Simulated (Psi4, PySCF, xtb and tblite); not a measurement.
Relaxed torsion scan: C8H8O, SMILES C=C/C=C\c1ccco1. Scanned: dihedral C1–C2–C3–C4; all other coordinates were relaxed at GFN2-xTB. Points at φ and −φ are mirror images. Heavy atoms are numbered in the order of the SMILES C=C/C=C\c1ccco1, hydrogens after them in the order of the atoms that carry them; the mirror image has the same energies with the sign of each dihedral reversed.

- B3LYP-D3(BJ)/def2-SVP // GFN2-xTB (Psi4)
- GFN2-xTB (xtb and tblite)
- RMP2/3-21G = restricted MP2 (frozen core)/3-21G // GFN2-xTB run with PySCF
- PBE-D3(BJ)/def2-SVP // GFN2-xTB (Psi4)

Energies relative to the lowest point of each profile, in mEh:

```csv
φ / °,B3LYP-D3(BJ)/def2-SVP,GFN2-xTB,RMP2/3-21G
-120,10.3,6.3,7.9
-100,14.0,8.3,10.5
-80,14.1,8.4,11.3
-40,9.9,6.7,9.8
-20,9.3,7.7,10.0
20,9.3,7.7,10.0
60,11.7,7.2,10.4
80,14.1,8.4,11.3
120,10.3,6.3,7.9
140,5.3,3.3,4.4
160,1.4,0.9,1.2
180,0.0,0.0,0.0
```

Problem. Estimate the PBE-D3(BJ)/def2-SVP values at these points.

Solution. -120: 10.9; -100: 15.0; -80: 15.0; -40: 10.3; -20: 9.4; 20: 9.4; 60: 12.4; 80: 15.0; 120: 10.9; 140: 5.6; 160: 1.5; 180: 0.0 (mEh).
